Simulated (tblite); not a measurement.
Isomers of C7H7Cl. Calculated harmonic vibrations of the isolated species, GFN2-xTB (tblite), most abundant isotopes, no scaling. Errors from tens to a few hundred cm⁻¹ against measured bands are possible. One conformer each.

Electronic energies: GFN2-xTB at the same geometries; isomer energies are rough at this level and their order can be wrong.

```csv
SMILES,"electronic energy, lowest = 0 (kJ/mol)"
ClCC=C1C=CC=C1,168.6
C[C@@]12[C@@H]3[C@H]4[C@@H]3[C@]1(Cl)[C@H]42,306.7
C[C@]12[C@@H]3[C@H]1[C@H]1[C@@H]3[C@]12Cl,306.6
Cc1ccccc1Cl,0.0
C[C@]12C=C[C@@]1(Cl)C=C2,279.2
```

Question: How do GFN2-xTB zero-point energies change the relative energies?

Answer: 
```csv
SMILES,ZPE (kJ/mol),of it from modes above 1550 cm⁻¹,electronic (kJ/mol),"with ZPE, lowest = 0 (kJ/mol)",lowest mode (cm⁻¹),rings
Cc1ccccc1Cl,303.4,147.3,0.0,0.0,110,1
ClCC=C1C=CC=C1,299.5,148.9,168.6,164.8,30,1
C[C@]12C=C[C@@]1(Cl)C=C2,298.7,149.1,279.2,274.5,148,2
C[C@]12[C@@H]3[C@H]1[C@H]1[C@@H]3[C@]12Cl,303.0,128.9,306.6,306.2,138,5
C[C@@]12[C@@H]3[C@H]4[C@@H]3[C@]1(Cl)[C@H]42,303.0,128.9,306.7,306.3,139,5
```

The zero-point energies span 4.7 kJ/mol, from `C[C@]12C=C[C@@]1(Cl)C=C2` to `Cc1ccccc1Cl`. The order is unchanged.

Question: What do entropy and thermal enthalpy add at 298.15 K and 1 bar (rigid rotor, harmonic oscillator, one conformer each)?

Answer: 
```json
{"SMILES": "Cc1ccccc1Cl", "point group": "Cs", "symmetry number": "1", "S (J/(mol K))": "356.8", "H − H(0) (kJ/mol)": "22.01", "ZPE + H − H(0) − TS (kJ/mol)": "219.0"}
{"SMILES": "ClCC=C1C=CC=C1", "point group": "C1", "symmetry number": "1", "S (J/(mol K))": "372.6", "H − H(0) (kJ/mol)": "22.51", "ZPE + H − H(0) − TS (kJ/mol)": "210.9"}
{"SMILES": "C[C@]12C=C[C@@]1(Cl)C=C2", "point group": "Cs", "symmetry number": "1", "S (J/(mol K))": "355.3", "H − H(0) (kJ/mol)": "22.26", "ZPE + H − H(0) − TS (kJ/mol)": "215.0"}
{"SMILES": "C[C@]12[C@@H]3[C@H]1[C@H]1[C@@H]3[C@]12Cl", "point group": "Cs", "symmetry number": "1", "S (J/(mol K))": "346.2", "H − H(0) (kJ/mol)": "20.54", "ZPE + H − H(0) − TS (kJ/mol)": "220.3"}
{"SMILES": "C[C@@]12[C@@H]3[C@H]4[C@@H]3[C@]1(Cl)[C@H]42", "point group": "C1", "symmetry number": "1", "S (J/(mol K))": "346.2", "H − H(0) (kJ/mol)": "20.53", "ZPE + H − H(0) − TS (kJ/mol)": "220.4"}
```
